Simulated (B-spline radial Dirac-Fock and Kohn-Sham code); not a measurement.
Method: Dirac-Fock (average of configuration) total-energy differences with a finite nucleus, the Breit interaction including its frequency dependence, and self-energy and vacuum-polarisation corrections. Computed with a radial B-spline solver. No correlation.

Q: An atom or ion in its tabulated ground configuration has these computed binding energies (the last is its least bound level). Which is it?

| level | binding energy (eV) |
| --- | --- |
| 2s | 15359.5 |
| 3s | 3719.0 |
| 4d5/2 | 395.8 |
| 5s | 147.2 |
| 5p3/2 | 83.27 |
| 5d5/2 | 19.19 |
| 6p | 4.97 |

A: Tl: Z = 81 with 81 electrons, [Xe] 4f14 5d10 6s2 6p1.

Q: Identify the element and charge state from the binding energies below (tabulated ground configuration; the least bound level is included).

```csv
level,binding energy (eV)
K,76814.0
L1,15842.6
L2,15272.0
M1,5698.1
M2,5453.1
M3,5091.9
"M4,5",4673.4
```

A: Os⁵⁰⁺: Z = 76 with 26 electrons, [Ar] 3d8. The hydrogen-like estimate √(E/Ry) = 75.1 for the K level lies 0.9 below Z (screening lowers it, relativity raises it); the outermost level, at 4673.4 eV, fixes the charge.
